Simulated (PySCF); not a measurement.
# Effect of structural changes

The calculation used GIAO B97-2/pcSseg-1 magnetisability, rotational g tensor and spin-rotation constants, non-relativistic, gas phase (PySCF 2.14.0). Geometry: GFN2-xTB.

Each molecule in one low-energy conformer. The parent is O=[PH]1CCC1.

(1) How does the isotropic susceptibility change along this series?
- O=[PH]1CCC1 (base)
- CCP1(=O)CCC1 (H replaced by C2H5)
- C=CP1(=O)CCC1 (H replaced by vinyl)
- CC(=O)CP1(=O)CCC1 (H replaced by CH2COCH3)
- CC(=O)P1(=O)CCC1 (H replaced by COCH3)
- CC[C@@H]1CC[P@@H]1=O (H replaced by C2H5)

## Answers

(1) 
```csv
molecule,"χ, cgs (10⁻⁶ cm³/mol)",magnetisability anisotropy (10⁻³⁰ J/T²)
O=[PH]1CCC1,-52.3,153
CCP1(=O)CCC1,-78.1,166
C=CP1(=O)CCC1,-68.9,298
CC(=O)CP1(=O)CCC1,-82.2,186
CC(=O)P1(=O)CCC1,-69.4,328
CC[C@@H]1CC[P@@H]1=O,-75.2,188
```
The isotropic susceptibility is lowest for CC(=O)CP1(=O)CCC1 and highest for O=[PH]1CCC1.
